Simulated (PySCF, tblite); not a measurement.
Species: C7H12OSi.
SMILES: `CCCc1coc([SiH3])c1`

Jobs on this species (21 atoms, 76 electrons) with PySCF (density fitting) and tblite. Hardware of each: an Arm Neoverse N1 with one thread (shared host). The host was shared with other jobs, so the times are rough.

```csv
level and settings,work,basis functions,SCF cycles,wall time
GFN2-xTB,Hessian by finite differences,–,–,?
GFN2-xTB,L-BFGS relaxation,–,–,1.0 s
PBE0/pcSseg-1,"shieldings, ring-centre shieldings, charges and field gradients",220,14,76 s
```

Q: Fill in the missing figures.

A: 
- GFN2-xTB; Hessian by finite differences: 1.5 s

Q: What do all jobs in the table cost together?

A: About 78 s; the longest takes about 97 % of that, and about 76 times as long as the shortest.


Compound: C6H14AlB.
SMILES: `CB(C)[C@@H]1C[CH2][AlH][CH2]1`

Jobs on this species (22 atoms, 68 electrons) with PySCF (density fitting) and tblite. Hardware of each: one thread, Arm Neoverse N1 (aarch64) (shared host). Times come from a shared host and carry two figures at best.

| level and settings | work | basis functions | SCF cycles | wall time |
| --- | --- | --- | --- | --- |
| GFN2-xTB | Hessian by finite differences | – | – | ? |
| GFN2-xTB | L-BFGS relaxation | – | – | 2.7 s |
| PBE0/pcSseg-1 | shieldings, ring-centre shieldings, charges and field gradients, density and orbital grids written | 213 | 12 | 83 s |

Task: Fill in the missing figures.

Result: 
- GFN2-xTB; Hessian by finite differences: 1.6 s

Task: What do all jobs in the table cost together?

Result: About 87 s; the longest takes about 95 % of that, and about 52 times as long as the shortest.


Compound: C2H13BSi4.
SMILES: `C([Si@H]1[SiH2][SiH2][SiH2]B1)C`

Jobs on this species (20 atoms, 86 electrons) with PySCF (density fitting) and tblite. Hardware of each: Intel Xeon at 2.50 GHz, one thread, shared host. Other jobs ran on the host; a repeat could differ by tens of per cent or more.

```tsv
level and settings	work	basis functions	SCF cycles	wall time
GFN2-xTB	L-BFGS relaxation	–	–	?
GFN2-xTB	Hessian by finite differences	–	–	3.9 s
PBE0/pcSseg-1	shieldings, ring-centre shieldings, charges and field gradients	212	12	2.2 min
```

Problem. Fill in the missing figures.

Solution. 
- GFN2-xTB; L-BFGS relaxation: 5.5 s

Problem. What do all jobs in the table cost together?

Solution. About 2.4 min; the longest takes about 93 % of that, and about 34 times as long as the shortest.


C3H7BO2.
SMILES: `CB1OCCO1`

Jobs on this species (13 atoms, 46 electrons) with PySCF (density fitting). Hardware of each: one thread, Arm Neoverse V2 (aarch64), shared host. The host was shared with other jobs, so the times are rough. Peak memory is the resident size of the whole Python process, interpreter and libraries included.

```csv
level and settings,work,basis functions,SCF cycles,wall time,peak memory
PBE0/pcSseg-1,"shieldings, ring-centre shieldings, charges and field gradients, density and orbital grids written",137,?,?,?
PBE0/def2-SVPD,"6 singlets by full TDDFT, 2 Tamm–Dancoff triplets, polarisability, density and orbital grids written",182,12,18 s,0.78 GiB
B3LYP/pcSseg-1,"shieldings, ring-centre shieldings",137,12,7.7 s,0.81 GiB
```

Task: Fill in the missing figures.

Result: 
- PBE0/pcSseg-1; shieldings, ring-centre shieldings, charges and field gradients, density and orbital grids written: 12 s, 0.76 GiB, 12 SCF cycles

Task: What do all jobs in the table cost together?

Result: About 38 s; the longest takes about 48 % of that, and about 2.3 times as long as the shortest.
